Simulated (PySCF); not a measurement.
Stretching CBr⁺

Set-up: C def2-TZVPPD, Br def2-TZVPPD; no relativity (PySCF 2.14). Energies in eV from C⁺ + Br in their ground configurations at the same level. State: ¹Σ⁺ (singlet), closed shell.

All columns are ωB97X-V. A positive dipole points towards Br; it is taken about the centre of mass and depends on that origin.

```csv
R (Å),E (eV),μ (D),Mulliken charge on C (basis-dependent),HOMO (eV),LUMO (eV),Mayer bond order,⟨S²⟩
1.459,-4.463,1.19,0.21,-19.44,-8.16,2.01,0.00
1.527,-5.355,0.74,0.26,-19.69,-8.38,1.98,0.00
1.595,-5.835,0.27,0.31,-19.92,-8.60,1.97,0.00
1.646,-5.996,-0.08,0.35,-20.07,-8.76,1.96,0.00
1.697,-6.028,-0.44,0.38,-20.19,-8.93,1.96,0.00
1.748,-5.960,-0.81,0.42,-20.29,-9.09,1.95,0.00
1.816,-5.754,-1.29,0.46,-20.38,-9.30,1.94,0.00
1.901,-5.368,-1.88,0.51,-20.14,-9.56,1.93,0.00
2.002,-4.790,-2.58,0.56,-19.68,-9.84,1.90,0.00
2.138,-3.932,-3.46,0.60,-19.14,-10.18,1.85,0.00
```

A fit through these points gives, at Re = 1.686 Å, μ = -0.37 D and dμ/dR = -7.10 D/Å; the reduced mass is 10.42 u.

How strong is the fundamental in the double-harmonic approximation, I = 42.26·(dμ/dR)²/μred km/mol?

I = 42.26·(-7.10)²/10.42 = 204 km/mol at ωB97X-V.

For an ion De counts to the pair picked by the measured ionisation energies or electron affinities, which need not be the lowest pair at this level.
